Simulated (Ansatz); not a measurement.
Ansatz (a quantum-chemistry and plane-wave program) input file for germane (H4Ge), SMILES [GeH4], B3LYP-D3(BJ)/def2-TZVP. 

Ansatz 0.2 input:
```yaml
crystal:
  periodic: [false, false, false]
  atoms:
    - {symbol: Ge, position_ang: [0.00000000, -0.00000000, -0.00000000]}
    - {symbol: H, position_ang: [0.85579573, -0.85579573, -0.85579573]}
    - {symbol: H, position_ang: [-0.85579574, -0.85579573, 0.85579574]}
    - {symbol: H, position_ang: [-0.85579573, 0.85579573, -0.85579574]}
    - {symbol: H, position_ang: [0.85579573, 0.85579573, 0.85579573]}
basis:
  gaussian:
    orbitals: def2-TZVP
hamiltonian:
  xc: b3lyp
  dispersion: d3bj
relax: {f_tol: 0.002, max_steps: 200}
```

It prints:

```
Functional definition: B3LYP
integrals: 0.01 GiB planned
565 factors; their error is unknown
mean field: 0.16 GiB planned
mean field evaluation 1: about -56583.7030 eV, gradient 1.9e1 eV
mean field evaluation 2: about -56583.9995 eV, gradient 1.7e1 eV
mean field evaluation 4: about -56584.1663 eV, gradient 4.1e-1 eV
mean field evaluation 8: about -56584.3846 eV, gradient 1.8e-4 eV
mean field -56584.38459006 eV, -2079.4377794111 hartree, gradient 1.4e-5 eV, S^2 0.000000; 0 other end points of the search recorded, 0 dependent functions left out
the calculation of the forces begins
reference -56584.38479541 eV, -2079.4377869577 hartree; 18, 18 occupied and 54, 54 virtual orbitals, 565 factors
relax step   1: F+E_penalty+E_count = -56584.47181770 eV  Δ(F+E_penalty+E_count) = +0.000e0 eV  max|allowed force component| = 5.966e-1 eV/Å  Δτ_max = 0.0000 Å  (21 SCF iters, accepted)
these checks for a lower state are left out or cut short: starts, cluster_reference, orbital_swaps, neighbouring_geometries, increment
integrals: 0.01 GiB planned
565 factors; their error is unknown
mean field: 0.16 GiB planned
mean field evaluation 16: about -56584.4865 eV, gradient 1.4e-5 eV
mean field -56584.48654729 eV, -2079.4415262704 hartree, gradient 3.2e-5 eV, S^2 0.000000; 0 other end points of the search recorded, 0 dependent functions left out
the calculation of the forces begins
reference -56584.48675366 eV, -2079.4415338542 hartree; 18, 18 occupied and 54, 54 virtual orbitals, 565 factors
relax step   2: F+E_penalty+E_count = -56584.57325539 eV  Δ(F+E_penalty+E_count) = -1.014e-1 eV  max|allowed force component| = 1.206e-1 eV/Å  Δτ_max = 0.0417 Å  (23 SCF iters, accepted)
these checks for a lower state are left out or cut short: starts, cluster_reference, orbital_swaps, neighbouring_geometries, increment
integrals: 0.01 GiB planned
565 factors; their error is unknown
mean field: 0.16 GiB planned
mean field -56584.49160493 eV, -2079.4417121354 hartree, gradient 3.3e-5 eV, S^2 0.000000; 0 other end points of the search recorded, 0 dependent functions left out
the calculation of the forces begins
reference -56584.49181160 eV, -2079.4417197301 hartree; 18, 18 occupied and 54, 54 virtual orbitals, 565 factors
relax step   3: F+E_penalty+E_count = -56584.57817427 eV  Δ(F+E_penalty+E_count) = -4.919e-3 eV  max|allowed force component| = 3.098e-3 eV/Å  Δτ_max = 0.0116 Å  (22 SCF iters, accepted)
these checks for a lower state are left out or cut short: starts, cluster_reference, orbital_swaps, neighbouring_geometries, increment
integrals: 0.01 GiB planned
565 factors; their error is unknown
mean field: 0.16 GiB planned
mean field -56584.49161198 eV, -2079.4417123944 hartree, gradient 3.2e-6 eV, S^2 0.000000; 0 other end points of the search recorded, 0 dependent functions left out
the calculation of the forces begins
reference -56584.49181865 eV, -2079.4417199894 hartree; 18, 18 occupied and 54, 54 virtual orbitals, 565 factors
relax step   4: F+E_penalty+E_count = -56584.57817763 eV  Δ(F+E_penalty+E_count) = -3.363e-6 eV  max|allowed force component| = 4.338e-6 eV/Å  Δτ_max = 0.0003 Å  (17 SCF iters, accepted)
integrals: 0.01 GiB planned
565 factors; their error is unknown
mean field: 0.16 GiB planned
mean field evaluation 32: about -56583.8562 eV, gradient 1.9e1 eV
mean field -56584.49161198 eV, -2079.4417123944 hartree, gradient 7.6e-6 eV, S^2 0.000000; 1 other end points of the search recorded, 0 dependent functions left out
the calculation of the forces begins
reference -56584.49181865 eV, -2079.4417199894 hartree; 18, 18 occupied and 54, 54 virtual orbitals, 565 factors
Total energy: -56584.57838430 eV, -2079.4449012184 hartree
Atom 0 at     0.000000     0.000000    -0.000000 Å, force    -0.000000    -0.000000    -0.000000 eV/Å
Atom 1 at     0.886716    -0.886716    -0.886716 Å, force     0.000004    -0.000004    -0.000004 eV/Å
Atom 2 at    -0.886716    -0.886716     0.886716 Å, force    -0.000004    -0.000004     0.000004 eV/Å
Atom 3 at    -0.886716     0.886716    -0.886716 Å, force    -0.000004     0.000004    -0.000004 eV/Å
Atom 4 at     0.886716     0.886716     0.886716 Å, force     0.000004     0.000004     0.000004 eV/Å
Dipole moment:     0.000000     0.000000     0.000000 e Å
```

The calculation finished and met its thresholds.
